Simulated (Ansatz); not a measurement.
`[F][GeH2]/[N]=C/[SiH3]` → `[F][GeH]` + `N=C[SiH3]`  (germylene formation by 1,1-elimination)

Isolated molecules relaxed with PBE0-D4/def2-TZVP in Ansatz; ΔE leaves out vibrations. CBS: MP2 limit from def2 TZ/QZ plus the TZ coupled-cluster correction, frozen cores. DFT in def2-TZVPP. B3LYP here is the variant with VWN-RPA as its local correlation; programs differ in this. For Ge outer-core shells are correlated without core-valence functions, which leaves a few kJ/mol of doubt a bond. Scalar relativity is left out up to krypton. Each species was taken in one conformer, which may not be the lowest.

CCSD(T)/CBS gives +130.5 kJ/mol.

Q: Another level gave +141.9 kJ/mol. Which?
A. SCS-MP2/def2-TZVPP
B. PBE0/def2-TZVPP
C. B3LYP/def2-TZVPP
D. HF/def2-TZVPP

A: A. SCS-MP2/def2-TZVPP 141.9, PBE0 126.3, HF/def2-TZVPP 118.1, B3LYP 99.8 kJ/mol.

Largest T1 diagnostic among the species: 0.014.

The D4 term adds +13.4 kJ/mol with B3LYP and +7.4 kJ/mol with PBE0; it sums over pairs of atoms, weighted by their polarisabilities, and B3LYP, whose exchange is more repulsive, gets the larger term. In def2-TZVPP, CCSD(T) changes the Hartree–Fock value by +20.9 kJ/mol (the triples alone add +4.0 kJ/mol) and MP2 by +36.8 kJ/mol. From PBE to PBE0 (25 % exact exchange), in def2-TZVPP and without D4, ΔE moves by +14.9 kJ/mol.
